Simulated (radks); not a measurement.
Effect of the nuclear size on the thallium ion Tl+, [Hg]. Calculated with a radial shooting solver on a logarithmic mesh with Libxc functionals: Dirac Kohn-Sham, LDA (Slater exchange, Perdew-Wang correlation), spin-unpolarised, spherical densities, finite nucleus; Fermi nuclear charge, rms radius 5.4759 fm. The rms radius is varied about that value; shifts are against it.

rms radius (fm) = 4.9228: total energy shift (eV) -22.6; density at nucleus (e/bohr^3) 2.628e+06; 1s1/2 shift (meV) -9020; 2s1/2 shift (meV) -1360; 5s1/2 shift (meV) -15.9; 5p1/2 shift (meV) 0.391; 6s1/2 shift (meV) -1.46; 6p1/2 (empty) shift (meV) 0.331; 7s1/2 (empty) shift (meV) -0.119
rms radius (fm) = 5.1528: total energy shift (eV) -13.4; density at nucleus (e/bohr^3) 2.578e+06; 1s1/2 shift (meV) -5340; 2s1/2 shift (meV) -803; 5s1/2 shift (meV) -9.39; 5p1/2 shift (meV) 0.231; 6s1/2 shift (meV) -0.861; 6p1/2 (empty) shift (meV) 0.196; 7s1/2 (empty) shift (meV) -0.071
rms radius (fm) = 5.4759: total energy shift (eV) 0; density at nucleus (e/bohr^3) 2.512e+06; 1s1/2 shift (meV) 0.000; 2s1/2 shift (meV) 0.000; 5s1/2 shift (meV) 0.000; 5p1/2 shift (meV) 0.000; 6s1/2 shift (meV) 0.000; 6p1/2 (empty) shift (meV) 0.000; 7s1/2 (empty) shift (meV) 0.000
rms radius (fm) = 5.8537: total energy shift (eV) 16.2; density at nucleus (e/bohr^3) 2.443e+06; 1s1/2 shift (meV) 6480; 2s1/2 shift (meV) 974; 5s1/2 shift (meV) 11.4; 5p1/2 shift (meV) -0.279; 6s1/2 shift (meV) 1.04; 6p1/2 (empty) shift (meV) -0.238; 7s1/2 (empty) shift (meV) 0.086
rms radius (fm) = 6.7573: total energy shift (eV) 57.5; density at nucleus (e/bohr^3) 2.298e+06; 1s1/2 shift (meV) 23000; 2s1/2 shift (meV) 3450; 5s1/2 shift (meV) 40.4; 5p1/2 shift (meV) -0.982; 6s1/2 shift (meV) 3.70; 6p1/2 (empty) shift (meV) -0.842; 7s1/2 (empty) shift (meV) 0.303

Slopes of the eigenvalues against <r^2> in GHz/fm^2, as finite differences over the two radii next to the reference (eigenvalue slopes, not the field-shift constants of lines): 1s1/2 370000, 2s1/2 55700, 5s1/2 651, 5p1/2 -16.0, 6s1/2 59.7, 6p1/2 (empty) -13.6, 7s1/2 (empty) 4.90.
